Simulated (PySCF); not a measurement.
Ga(Me)(OH)(NH2) (CH₆GaNO), SMILES [CH3][Ga]([NH2])[OH]. Atoms are numbered in the order given.

```xyz
10

Ga     0.0007    -0.0026     0.0000
C     -0.3355     1.9374     0.0000
H      0.1112     2.4064     0.8905
H      0.1112     2.4064    -0.8905
H     -1.4157     2.1462     0.0000
O      1.6415    -0.7483     0.0000
H      2.3714    -0.1181     0.0000
N     -1.2820    -1.2867     0.0000
H     -1.0641    -2.2770     0.0000
H     -2.2801    -1.1138     0.0000
```

Coordinates come from a B3LYP-D3(BJ)/def2-SVP optimisation. Other conformers were not sampled.

These are PySCF with B3LYP/pcSseg-1 values and carry that method's errors.

GIAO shieldings, no solvent; atoms listed in one row are averaged. δ = σ(ref) − σ: ¹³C against TMS (σ = 181.3 ppm); ¹H against TMS (σ = 31.68 ppm); ¹⁷O against H2O (σ = 333.8 ppm); ¹⁵N against NH3 (σ = 265.5 ppm), references at their B3LYP-D3(BJ)/def2-TZVP geometries, non-relativistic.

| nucleus | atoms | count | δ (ppm) |
|---|---|---|---|
| ¹³C | C2 | 1 | -8.3 |
| ¹H | H7 | 1 | 2.01 |
| ¹H | H9 | 1 | 1.71 |
| ¹H | H10 | 1 | 1.57 |
| ¹H | H3, H4, H5 | 3 | 0.33 |
| ¹⁷O | O6 | 1 | 66.2 |
| ¹⁵N | N8 | 1 | 41.5 |
